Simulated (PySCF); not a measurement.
Gas-phase reaction: Ge2H6 + 2 H2O = Ge2O2 + 5 H2

Energies from PySCF, thermal terms from the rigid-rotor harmonic-oscillator model, ideal gas at 1 bar. † marks an energy on the PBE0/def2-TZVP geometry and frequencies; other levels use their own. MP2 and CCSD(T) freeze the core. All species are closed-shell singlets. B3LYP is the form with VWN-RPA correlation. Ge: all electrons, no relativistic terms. Ge2O2: computed as isolated molecules; such fragments, hydroxides, amides, oligomers or adducts are transient or little studied in the gas. MP2 isn't extrapolated to the basis-set limit; its ΔH°(298 K) is 80.6 kJ in def2-SVP and 60.9 kJ in def2-TZVPP. CCSD(T) isn't extrapolated to the basis-set limit; its ΔH°(298 K) is 92.7 kJ in def2-SVP and 81.8 kJ in def2-TZVPP. The harmonic model lacks anharmonicity and excited electronic states, which grow with temperature; levels with a mode under 35 cm⁻¹ are left out. Internal rotation in Ge2H6 is treated as a harmonic vibration of one conformer, which makes the entropy rough.

ΔH° and ΔS° at 298 K: B3LYP/def2-TZVP† 24 kJ, 273 J/K; BLYP/def2-TZVP† -34 kJ, 273 J/K; CCSD(T)/def2-SVP† 93 kJ, 273 J/K; MP2/def2-TZVPP† 61 kJ, 273 J/K; PBE/def2-SVP 56 kJ, 277 J/K; PBE0/def2-SVP† 130 kJ, 273 J/K.

With the heat capacities included, give log10 K (1 bar) at 600, 1000, 1800, 2000, 2500 K from B3LYP/def2-TZVP†, BLYP/def2-TZVP†, CCSD(T)/def2-SVP†, MP2/def2-TZVPP†, PBE/def2-SVP, PBE0/def2-SVP†.


```json
[
 {"T (K)": "600", "B3LYP/def2-TZVP†": "12.7", "BLYP/def2-TZVP†": "17.7", "CCSD(T)/def2-SVP†": "6.7", "MP2/def2-TZVPP†": "9.4", "PBE/def2-SVP": "10.0", "PBE0/def2-SVP†": "3.4"},
 {"T (K)": "1000", "B3LYP/def2-TZVP†": "14.0", "BLYP/def2-TZVP†": "17.1", "CCSD(T)/def2-SVP†": "10.4", "MP2/def2-TZVPP†": "12.1", "PBE/def2-SVP": "12.5", "PBE0/def2-SVP†": "8.5"},
 {"T (K)": "1800", "B3LYP/def2-TZVP†": "14.9", "BLYP/def2-TZVP†": "16.6", "CCSD(T)/def2-SVP†": "12.9", "MP2/def2-TZVPP†": "13.8", "PBE/def2-SVP": "14.2", "PBE0/def2-SVP†": "11.8"},
 {"T (K)": "2000", "B3LYP/def2-TZVP†": "15.0", "BLYP/def2-TZVP†": "16.5", "CCSD(T)/def2-SVP†": "13.2", "MP2/def2-TZVPP†": "14.0", "PBE/def2-SVP": "14.3", "PBE0/def2-SVP†": "12.2"},
 {"T (K)": "2500", "B3LYP/def2-TZVP†": "15.1", "BLYP/def2-TZVP†": "16.3", "CCSD(T)/def2-SVP†": "13.7", "MP2/def2-TZVPP†": "14.3", "PBE/def2-SVP": "14.6", "PBE0/def2-SVP†": "12.9"}
]
```
